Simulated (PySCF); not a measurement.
## The second ionisation energy along group 15

Calculated with PySCF 2.14 from differences of total energies of unrestricted determinants, without spin-orbit coupling. Values in eV. The last column holds reference values (NIST; (s) semi-empirical, (t) theoretical, else measured). Unmarked ones compare directly (S terms, centres of terms, or small fine structure); those marked * lie between the lowest fine-structure levels and include a spin-orbit shift.

```csv
element,configurations,MP2 (valence),SCS-MP2 (valence),CCSD (valence),CCSDT (valence),CCSD (valence and next inner shell),PBE0,reference
"N (def2-TZVPPD, non-relativistic)",[He] 2s2 2p2 → [He] 2s2 2p1,29.618,29.485,29.463,29.481,29.484,29.912,29.601 (s) *
"P (def2-TZVPPD, non-relativistic)",[Ne] 3s2 3p2 → [Ne] 3s2 3p1,19.609,19.518,19.647,19.691,19.649,19.822,19.769 (s) *
"As (def2-TZVPPD, non-relativistic)",[Ar] 3d10 4s2 4p2 → [Ar] 3d10 4s2 4p1,18.345,18.270,18.374,18.406,18.434,18.560,18.589 *
"Bi (def2-TZVPPD with the def2 core potential (60 electrons), ECP)",[Xe] 4f14 5d10 6s2 6p2 → [Xe] 4f14 5d10 6s2 6p1,15.576,15.517,15.612,n/a,15.708,15.823,16.703 *
```

Fill in the row of Sb (def2-TZVPPD with the def2 core potential (28 electrons), ECP) ([Kr] 4d10 5s2 5p2 → [Kr] 4d10 5s2 5p1).

MP2 (valence) 16.317; SCS-MP2 (valence) 16.254; CCSD (valence) 16.352; CCSDT (valence) 16.379; CCSD (valence and next inner shell) 16.452; PBE0 16.531; reference 16.626 ± 0.025 * (eV).

For Bi a determinant mixes LS terms or the coupling is close to jj, so these rows are model values.

"Valence" correlates the outer s and p shells and, in groups 3 to 12 and the f block, the outer d or f shell, open or full, or the next shell where the ion has no valence electron left; the wider scheme adds the next inner shell.
